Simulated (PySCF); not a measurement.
## Spinor energies of P (phosphorus, neutral)

Start: [Ne] 3s2 3p3; 3p1/2 filled at m_j = -1/2, +1/2; 3p3/2 filled at m_j = +3/2. Calculated with PySCF 2.14 in x2c-QZVPPall-2c (9s7p4d2f1g, 73 functions): generalised Hartree-Fock with the X2C-1e Hamiltonian and a Gaussian nucleus; one run each with spin-orbit coupling (SO) switched off, then screened by Boettger's factors.

```
spinor shell  electrons  ε, spin-free (eV)  ε, screened SO (eV)  weight of nominal j (screened SO)  rms radius, screened SO (bohr)
       1s1/2          2            -2182.1              -2182.1                              1.000                           0.120
       2s1/2          2            -205.36              -205.36                              1.000                           0.560
       2p1/2          2            -146.93              -147.83                              0.821                           0.538
       2p3/2          4            -146.93              -146.47                              0.910                           0.540
       3s1/2          2            -19.024              -19.024                              1.000                            2.08
       3p1/2          2            -10.654              -10.665                              0.507                            2.52
       3p3/2          1            -10.654              -10.630                              1.000                            2.53
```

| quantity | spin-free | screened SO |
| --- | --- | --- |
| E (hartree) | -341.53671 | -341.53705 |
| M_J | 3/2 | 3/2 |
| ⟨J²⟩ | 3.751 | 3.751 |
| ⟨L²⟩ | 0.000 | 0.000 |
| ⟨S²⟩ | 3.751 | 3.750 |

Each row is a mean over spinors that exchange with the open shell spreads, by up to 7.611 eV (3s1/2).

Rows whose weight is well below 1 are mixtures of j = l ± 1/2: exchange outweighs spin-orbit coupling there, and the label is only the starting occupation.

Without spin-orbit coupling the j labels of p, d and f shells carry no meaning; the spin-free column gives the mean over the occupied spinors of each nl shell.
